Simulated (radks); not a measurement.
Task: All-electron atom: Tl33+ in [Kr] 4d10 4f2. All-electron calculation, Dirac Kohn-Sham, PBE, spin-unpolarised, spherical densities, finite nucleus; open shells fill j = l - 1/2 first; Fermi nuclear charge, rms radius 5.4759 fm. Program: a radial shooting solver on a logarithmic mesh with Libxc functionals. Some entries of the table are withheld. Estimate them.

orbital  occ.  eigenvalue (hartree)  <r^2> (bohr^2)
1s1/2       2             -3185.374       0.0003691
2s1/2       2             -604.5212        0.005553
2p1/2       2             -582.2650        0.003914
2p3/2       4             -506.4015        0.005098
3s1/2       2             -179.1533         0.03570
3p1/2       2                   (1)         0.03245
3p3/2       4                   (2)         0.03861
3d3/2       4             -135.6432         0.02948
3d5/2       6             -132.0114         0.03114
4s1/2       2             -71.67006             (3)
4p1/2       2             -67.31267          0.1548
4p3/2       4             -62.47171          0.1775
4d3/2       4             -55.39291          0.1733
4d5/2       6             -54.40779          0.1799
4f5/2       2             -45.67876          0.1578
4f7/2       0             -45.41059          0.1605

Result: 
(1) 3p1/2 eigenvalue (hartree): -169.1531
(2) 3p3/2 eigenvalue (hartree): -152.1306
(3) 4s1/2 <r^2> (bohr^2): 0.1553
